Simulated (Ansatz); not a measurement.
Geometry optimisation, RKS PBE0/def2-SVP in Ansatz 0.2.0.

Input:

```yaml
crystal:
  periodic: [false, false, false]
  atoms:
    - { symbol: Zr, position_ang: [0.388165, 0.546005, -0.378678] }
    - { symbol: Cl, position_ang: [0.016971, -0.220332, 3.246477] }
    - { symbol: Cl, position_ang: [2.153304, -0.205299, -1.691423] }
    - { symbol: Cl, position_ang: [-1.119833, 1.759349, -1.656158] }
    - { symbol: F, position_ang: [-0.504482, -0.998625, 0.220868] }
    - { symbol: S, position_ang: [1.396587, 2.315826, 1.12188] }
    - { symbol: H, position_ang: [2.511307, 1.584604, 1.362322] }
    - { symbol: H, position_ang: [0.363879, 1.063471, 3.148711] }
basis:
  gaussian: { orbitals: def2-SVP }
hamiltonian:
  xc: pbe0
relax:
  f_tol: 0.03
  max_steps: 50
```

Command:

```bash
$ ansatz run input.yaml --threads 4 --pin off --max-ram 5120MiB --backend cpu --events-out ev --progress --plain --runs-dir out
```

Problem. Where does it end, and by what steps?

Solution. The run converged. The force dipped under the threshold on the way, but the program's further checks kept it going. After 28 steps the energy has fallen by 0.282 eV; Cl2 moved furthest, 1.35 Å. Joined: Zr1–Cl2 (3.72 → 3.07 Å).

```
step  energy less start (eV)  largest force component (eV/Å)  accepted
   0                  0.0000                           1.040       yes
   1                 -0.0309                           1.212       yes
   2                 -0.0890                           0.980       yes
   3                 -0.1009                           0.900       yes
   4                 -0.1098                           0.867       yes
   5                 -0.1385                           0.093       yes
   6                 -0.1423                           0.022       yes
   7                 -0.1456                           0.298       yes
   8                 -0.1503                           0.153       yes
   9                 -0.1601                           0.054       yes
  10                 -0.1582                           0.480        no
  11                 -0.1650                           0.125       yes
  12                 -0.1700                           0.222       yes
  13                 -0.1762                           0.347       yes
  14                 -0.1844                           0.550       yes
  15                 -0.1950                           0.433       yes
  16                 -0.2141                           0.448       yes
  17                 -0.2348                           0.344       yes
  18                 -0.2553                           0.403       yes
  19                 -0.2716                           0.547       yes
  20                 -0.2435                           0.493        no
  21                 -0.2771                           0.232       yes
  22                 -0.2783                           0.224       yes
  23                 -0.2805                           0.132       yes
  24                 -0.2815                           0.082       yes
  25                 -0.2805                           0.148        no
  26                 -0.2816                           0.053       yes
  27                 -0.2821                           0.040       yes
  28                 -0.2823                           0.011       yes
```

```xyz
8
Properties=species:S:1:pos:R:3
Zr 0.468 0.528 -0.142
Cl -0.893 0.555 2.611
Cl 1.668 0.414 -2.137
Cl -1.527 1.580 -0.767
F 0.459 -1.294 0.346
S 1.951 1.920 1.276
H 2.864 0.924 1.384
H 0.218 1.218 2.804
```

Whether the end is a true minimum wasn't checked by a vibrational analysis.

Time of the run: 91 s on 4 threads of Arm Neoverse V2, with other jobs on the host, peak memory 0.36 GiB.
